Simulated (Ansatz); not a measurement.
`C[SiH2][Te]C` → `CC[Te][SiH3]`  (isomerisation)

Isolated molecules relaxed with PBE0-D4/def2-TZVP in Ansatz; ΔE leaves out vibrations. CBS: MP2 limit from def2 TZ/QZ plus the TZ coupled-cluster correction, frozen cores. DFT in def2-TZVPP. B3LYP here is the variant with VWN-RPA as its local correlation; programs differ in this. HSE06 is defined as in plane-wave codes. Elements past krypton have def2 core potentials. For Te outer-core shells are correlated without core-valence functions, which leaves a few kJ/mol of doubt a bond. Each species was taken in one conformer, which may not be the lowest.

`C[SiH2][Te]C`:

Cartesian coordinates in Å:
```
C -1.718 -0.660 0.074
Si -0.890 0.927 -0.468
Te 1.348 0.544 -1.488
C 2.220 -0.233 0.319
H -1.112 -1.177 0.821
H -2.695 -0.447 0.519
H -1.859 -1.330 -0.776
H -0.743 1.838 0.701
H -1.684 1.615 -1.519
H 1.748 -1.176 0.585
H 2.110 0.495 1.119
H 3.276 -0.396 0.112
```

`CC[Te][SiH3]`:

```xyz
12

C     1.327   -0.172   -1.830
C     0.650   -0.290   -0.482
Te   -1.031    1.071   -0.355
Si   -1.658    0.385    1.946
H     0.643   -0.417   -2.646
H     2.175   -0.861   -1.888
H     1.707    0.838   -2.001
H     1.325   -0.034    0.334
H     0.256   -1.292   -0.314
H    -2.846    1.191    2.325
H    -1.996   -1.062    2.004
H    -0.552    0.643    2.907
```

Problem. Is it downhill or uphill in electronic energy at CCSD(T)/CBS, and by how much? (Estimate.)

Solution. Ansatz gave: Uphill: ΔE = +45.8 kJ/mol.

Problem. What do these levels give: HSE06-D4, PBE0, B3LYP, r2SCANh, SCS-MP2/def2-TZVPP, MP2/CBS(def2)? (Estimate.)

Solution. The calculation gave: HSE06-D4 46.8, PBE0 46.3, B3LYP 45.5, r2SCANh 48.4, SCS-MP2/def2-TZVPP 43.0, MP2/CBS(def2) 47.3 kJ/mol.

Problem. What do rigid-rotor, harmonic-oscillator terms from PBE0-D4/def2-TZVP frequencies (298.15 K, 1 bar) make of the CCSD(T)/CBS value? (An estimate is asked.)

Solution. Ansatz gave: ΔZPE = -0.9 kJ/mol, ΔH = +44.0 kJ/mol, ΔS = -3 J/(mol·K), ΔG = +45.0 kJ/mol. Modes under 50 cm⁻¹ make the entropy rough.

Largest T1 diagnostic among the species: 0.010.

Leaving LDA and LC-ωPBE aside and taking each functional with its dispersion term where it has one, the values, not all of them listed here, spread over 4.1 kJ/mol, from revPBE-D4 to B97M-V. At CCSD(T), def2-SVP lies −14.4 kJ/mol from the extrapolated value and def2-TZVPP −1.7 kJ/mol.
